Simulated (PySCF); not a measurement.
Gas-phase equilibrium of 1 mol TiCl4, 32 mol O2 at 1000 K and 0.0100 bar, among 9 species (ClO, O2, O, TiCl4, O3, TiOCl2, Cl, Cl2, TiO2). Only gases are allowed; each row takes one source of thermochemistry for all species, and Cantera finds the minimum.

Computed with PySCF and rigid-rotor harmonic-oscillator thermochemistry at 1 bar. The comparison is the NASA 1993 polynomial table, which mixes measured and estimated data. After a fit of one offset per element over all species, the range-separated, M06-2X, PBE0/def2-QZVP and CCSD(T)/def2-TZVPP enthalpies, where run, lie to one side of the table for TiOCl2 (-50 kJ/mol): a fault of the table's entry, another state or a shared error of the levels is possible; this was not checked at source. S°(298 K) at PBE0/def2-TZVP differs from the NASA 1993 table for TiOCl2 (+10 J/mol/K); whether the harmonic model or the table's entry is off was not settled. † marks an energy on the PBE0/def2-TZVP geometry and frequencies; other levels use their own. Open shells (unrestricted) among the columns below: ClO (multiplicity 2, electronic degeneracy 4), O2 (multiplicity 3), Cl (multiplicity 2, electronic degeneracy 6); the rest are closed-shell singlets. Spin-orbit splitting is ignored; it lowers the true energy and changes the entropy of ClO, Cl. The harmonic model lacks anharmonicity and excited electronic states, which grow with temperature; levels with a mode under 35 cm⁻¹ are left out. Soft modes under 120 cm⁻¹ make the harmonic entropy rough for TiCl4, TiOCl2. The table's entry may be an old estimate for ClO, TiOCl2 (not checked at source). Warning, point group unlike the PBE0 one: TiOCl2 (PBE/def2-SVP).

Molecules larger than those listed are left out. Table species left out: Ti, TiCl, TiCl2, TiCl3, TiO, TiOCl.

With table thermochemistry: O2 0.97, TiCl4 0.030, TiOCl2 0.00019, Cl2 0.00017, Cl 5.0e-5, ClO 3.1e-7.

Problem. How far does the composition move with the other sources (BLYP/def2-TZVP†, PBE/def2-SVP, PBE/def2-TZVP†, r2SCAN/def2-TZVP†, ωB97X-V/def2-TZVP†)?

Solution. 
```json
[
 {"thermochemistry": "table", "x O2": "0.97", "x TiCl4": "0.030", "x TiOCl2": "0.00019", "x Cl2": "0.00017", "x Cl": "5.0e-5", "x ClO": "3.1e-7"},
 {"thermochemistry": "BLYP/def2-TZVP†", "x O2": "0.97", "x TiCl4": "0.026", "x TiOCl2": "0.0038", "x Cl2": "0.0036", "x Cl": "0.00037", "x ClO": "4.2e-6"},
 {"thermochemistry": "PBE/def2-SVP", "x O2": "0.97", "x TiCl4": "0.030", "x TiOCl2": "0.00060", "x Cl2": "0.00057", "x Cl": "5.7e-5", "x ClO": "4.7e-8"},
 {"thermochemistry": "PBE/def2-TZVP†", "x O2": "0.97", "x TiCl4": "0.028", "x TiOCl2": "0.0023", "x Cl2": "0.0023", "x Cl": "3.9e-5", "x ClO": "1.7e-6"},
 {"thermochemistry": "r2SCAN/def2-TZVP†", "x O2": "0.97", "x TiCl4": "0.030", "x TiOCl2": "0.00035", "x Cl2": "0.00031", "x Cl": "7.0e-5", "x ClO": "4.6e-7"},
 {"thermochemistry": "ωB97X-V/def2-TZVP†", "x O2": "0.97", "x TiCl4": "0.027", "x TiOCl2": "0.0032", "x Cl2": "0.0031", "x Cl": "0.00027", "x ClO": "6.8e-7"}
]
```
The most sensitive of these is ClO: it spans a factor of 10^1.9 over these rows; at this temperature one factor of ten is RT ln 10 = 19 kJ/mol.
